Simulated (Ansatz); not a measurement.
Cost and result up the ladder for (KBr)2 ring (K₂Br₂) (4 atoms). Charge 0, multiplicity 1. Geometry: B3LYP-D4/def2-SVP.

```xyz
4

K    -0.531    0.861    1.761
Br   -2.000   -1.097   -0.067
K     0.531   -0.861   -1.761
Br    2.000    1.097    0.067
```

Ansatz on 4 threads of Arm Neoverse V1 on a shared host. Times are rough, and most runs start from the orbitals of an earlier one. PBE0-D4/def2-TZVPD serves as the yardstick here, not as an exact answer. Differences are given only for rows in sets of like size (and for xTB, whose basis is part of the method), since another set adds its own error. Binding counts from free atoms at the same level (K doublet, Br doublet; other spins of the atoms weren't run), without zero-point energy or a counterpoise term.

Correlated methods freeze 28 core orbitals; core or outer-core shells of K, Br are correlated, in sets that lack core-valence functions.

Correlated methods converge slowly with the basis.

```
               level  functions  wall time  binding energy per atom (eV)  difference from PBE0-D4/def2-TZVPD (eV)
           HF/STO-3G         62      0.3 s                          2.15                                        –
     PBE-D4/def2-SVP        112      1.4 s                          2.39                                        –
        HF/def2-TZVP        162      1.6 s                          1.92                                    -0.49
       MP2/def2-TZVP        162      2.3 s                          2.44                                     0.02
   BLYP-D4/def2-TZVP        162      2.6 s                          2.32                                    -0.09
   PBE0-D4/def2-TZVP        162      3.7 s                          2.41                                     0.00
   RPA@PBE/def2-TZVP        162      4.1 s                          2.13                                    -0.28
 r2SCAN-D4/def2-TZVP        162      4.5 s                          2.49                                     0.08
  PBE0-D4/def2-TZVPD        186      4.7 s                          2.41                                     0.00
    B2PLYP/def2-TZVP        162      5.5 s                          2.38                                    -0.04
  PBE-QIDH/def2-TZVP        162        6 s                          2.44                                     0.03
r2SCAN-D4/def2-TZVPD        186        7 s                          2.49                                     0.08
    B97M-V/def2-TZVP        162       11 s                          2.39                                    -0.02
  CCSD(T)/def2-TZVPP        162       52 s                          2.37                                    -0.04
```
